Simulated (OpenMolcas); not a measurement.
Ti⁺.

* Program: OpenMolcas
* Method: CASSCF
* Basis: ANO-R3 [7s5p5d3f2g1h]
* Scalar Hamiltonian: X2C, finite nucleus
* Active space: 3 electrons in 6 orbitals (3d 4s)
* State averaging: 2S+1 = 4 even, 20 roots; 2S+1 = 2 even, 52 roots
* Spin-orbit coupling: RASSI with atomic mean-field integrals over the reference wave functions, term energies averaged over their components

Levels without dynamic correlation, in cm⁻¹ above 3d² 4s ⁴F_3/2:

```tsv
Level	E
3d² 4s ⁴P_1/2	11939
3d² 4s ²F_5/2	8503
3d² 4s ²D_3/2	12104
```

On this reference, MS-CASPT2, IPEA 0.25 Eh, imaginary shift 0.1 Eh (closed shells correlated: 3s 3p) puts 3d² 4s ⁴P_1/2 at 10240 cm⁻¹.

Problem. Estimate the other levels at that method by one scale factor, and say how well it serves.

Solution. The factor is 10240 / 11939 = 0.858. Scaled values beside those that MS-CASPT2 gives and measured ones (NIST Handbook of Basic Atomic Spectroscopic Data):
```csv
Level,Scaled,MS-CASPT2,Miss (%),Measured
3d² 4s ²F_5/2,7296,3920,+86.1,4629
3d² 4s ²D_3/2,10385,7290,+42.5,
```
For these levels the scaled values miss MS-CASPT2 by up to 86.1 %, as correlation changes each term by its own factor, spin-orbit parts do not scale and CASPT2 has its own spread within terms. This holds within one configuration; levels of others move differently, and the target method has errors of its own against measurement.

CASPT2 breaks the degeneracy within a term, and the mean is taken; among the terms shown or strongly mixed into the levels shown the widest spread is 1700 cm-1 (3d² 4s ²F, MS-CASPT2). Over all roots computed the reference weight is 0.88 to 0.93 in MS-CASPT2; the roots of lowest weight are the least certain, and an intruder state may touch them. Configurations are named by rounded mean occupations; where the s occupation lies near a half they are strongly mixed, a name can repeat and a true partner stay unpaired. No level of 3d 4s² was computed, though it lies in the active space. Without dynamic correlation excited terms often stand tens of per cent too high (terms of higher spin than the ground term too low), and those without a measured partner can miss by more than the paired ones (holds for CASSCF). Some terms miss by over 15 % even with CASPT2, which points to a basis or an active space too small for the shells correlated (holds for MS-CASPT2). Computed and measured levels are paired by configuration, term and J; levels that our copy of the source lacks, or whose pairing is in doubt (as where it misses far off the trend of its configuration), stay unpaired and out of the deviations. Levels of configurations outside the active space are missing.
